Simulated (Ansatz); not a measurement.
One change: `C=C[SiH](F)O[SiH3]` becomes `C=C[SiH](F)S[SiH2]Cl`.

Ansatz, PBE0-D4/def2-TZVP geometries, multiplicity 1. Each molecule was computed in one conformer, which needn't be the lowest.

| property | `C=C[SiH](F)O[SiH3]` |
| --- | --- |
| LUMO energy (PBE0/def2-TZVPP) / eV | -0.81 |
| HOMO energy (B3LYP/def2-TZVPP) / eV | -8.10 |
| HOMO–LUMO gap (PBE/def2-TZVPP) / eV | 5.39 |
| HOMO energy (PBE/def2-TZVPP) / eV | -7.22 |
| HOMO–LUMO gap (PBE0/def2-TZVPP) / eV | 7.54 |
| size of the dipole moment (PBE/def2-TZVPP) / D | 1.49 |

Question: What does the change do to each property? (Estimate.)

Answer: Computed: 
| property | `C=C[SiH](F)S[SiH2]Cl` | shift |
| --- | --- | --- |
| LUMO energy (PBE0/def2-TZVPP) / eV | -1.11 | -0.30 |
| HOMO energy (B3LYP/def2-TZVPP) / eV | -7.76 | 0.34 |
| HOMO–LUMO gap (PBE/def2-TZVPP) / eV | 4.77 | -0.62 |
| HOMO energy (PBE/def2-TZVPP) / eV | -6.84 | 0.38 |
| HOMO–LUMO gap (PBE0/def2-TZVPP) / eV | 6.93 | -0.61 |
| size of the dipole moment (PBE/def2-TZVPP) / D | 1.15 | -0.34 |

With PBE0 the HOMO rises by 0.32 eV and the LUMO falls by 0.30 eV, so the gap narrows by about 0.62 eV. PBE moves the HOMO by 0.38 eV and ωB97M-V by 0.43 eV. Dipoles are sizes alone; their direction can turn.

B3LYP here is the variant with VWN-RPA as its local correlation; programs differ in this.
